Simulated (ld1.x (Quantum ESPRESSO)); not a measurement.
## lutetium (Lu), TM semilocal: configuration errors across variants

- Element: lutetium
- Generator: ld1.x (Quantum ESPRESSO) 7.5
- Type: norm-conserving Troullier–Martins (semilocal form)
- Functional: LDA (PZ)
- Relativity: scalar-relativistic
- Frozen core: [Xe]
- Valence charge: 17
- Reference configuration: 4f14 5d1 6s1.75 6p0.25
- Partial waves: 6p (bound): rc 3.20 bohr; 5d (bound): rc 2.40 bohr; 4f (bound): rc 1.25 bohr; 6s (bound): rc 3.05 bohr
- Local potential: the s channel
- Core correction: none

All-electron excitation energies from the reference (eV): (1) 4f14 5d1 6s2 6p0 -0.858; (2) 4f14 5d1 6s1 6p0 6.723; (3) 4f14 5d1 6s0 6p0 20.295; (4) 4f14 5d2 6s1 6p0 2.145; (5) 4f14 5d1 6s0 6p1 11.096; (6) 4f13 5d1 6s2 6p0 16.921; (7) 4f14 5d0 6s2 6p1 0.229; (8) 4f14 5d1 6s1.75 6p0.25 spin -0.198; (9) 4f14 5d1 6s2 6p0 spin -0.959.

Spin tests fill each open shell by Hund’s rule, majority spin first.

In the semilocal form every listed channel keeps its own potential, so the choice of the local channel does not act on these tests. It acts once the file is put into the separable form.

A semilocal file is local in each channel, so a ghost entry of none says nothing of the separable form that plane-wave codes build from it.

4 further variants failed, have other tests or another functional or relativity, and are left out.

Errors AE − PS in meV (a dash: test not solved or not reliable):

```tsv
change	(1)	(2)	(3)	(4)	(5)	(6)	(7)	(8)	(9)	bound ghosts
base	+0.5	+6.6	+86	-6.9	+40	-1009	0.0	+72	+52	none
all radii scaled by about 1.32 (s 4.02, p 4.22, d 3.16, f 1.64 bohr)	+0.1	+5.8	+29	+16	-7.2	-567	+43	+78	+56	none
wave 5d (bound): rc 2.40 bohr becomes 5d (bound): rc 1.84 bohr	+0.5	+6.6	+86	-7.3	+40	-1002	-1.0	+72	+51	none
wave 6p (bound): rc 3.20 bohr becomes 6p (bound): rc 2.60 bohr	+0.6	+6.7	+85	-4.4	+68	-1032	+34	+71	+52	none
wave 4f (bound): rc 1.25 bohr becomes 4f (bound): rc 1.46 bohr	+0.5	+6.7	+86	-6.3	+40	-956	+1.1	+71	+51	none
form changed from semilocal to separable (Kleinman–Bylander), still TM; local potential the p channel	–	+10	+59	–	+30	-755	–	–	+50	none
local potential the d channel	+0.5	+6.6	+86	-6.9	+40	-1009	0.0	+72	+51	none
wave 6s (bound): rc 3.05 bohr becomes 6s (bound): rc 3.26 bohr	+0.5	+6.7	+82	-4.8	+36	-964	+3.5	+72	+52	none
```

Question: Give the same row for: core correction a·sin(br)/r model core inside 1.06 bohr.

Answer: 0.0, -4.7, -36, -24, -8.8, -1064, -47, +1.7, -0.6; bound ghosts: none.
